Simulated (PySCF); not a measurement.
Ionisation energy along the 8-electron series

Calculated with PySCF 2.14 and a two-component X2C-1e Hamiltonian (Gaussian nucleus, no Breit or QED terms), each ion in its own even-tempered basis scaled to its charge; GMP2 freezes nothing and drops the highest virtual spinors. Values in eV. NIST values: (m) measured, (s) semi-empirical, (t) theoretical.

| ion | configuration | GHF (spin-free) | GMP2 (spin-free) | GHF (screened spin-orbit) | GMP2 (screened spin-orbit) | NIST |
| --- | --- | --- | --- | --- | --- | --- |
| Xe(46+) | [He] 2s2 2p4 | 8222.9 | 8224.6 | 8150.0 | 8149.8 | 8144 ± 4 (t) |
| Ba(48+) | [He] 2s2 2p4 | 8926.8 | 8928.5 | 8837.1 | 8836.9 | 8831 ± 4 (t) |

Question: Fill in the row of Cs(47+).

Answer: configuration: [He] 2s2 2p4; GHF (spin-free): 8571.0; GMP2 (spin-free): 8572.7; GHF (screened spin-orbit): 8490.0; GMP2 (screened spin-orbit): 8489.8; NIST: 8484 ± 4 (t).
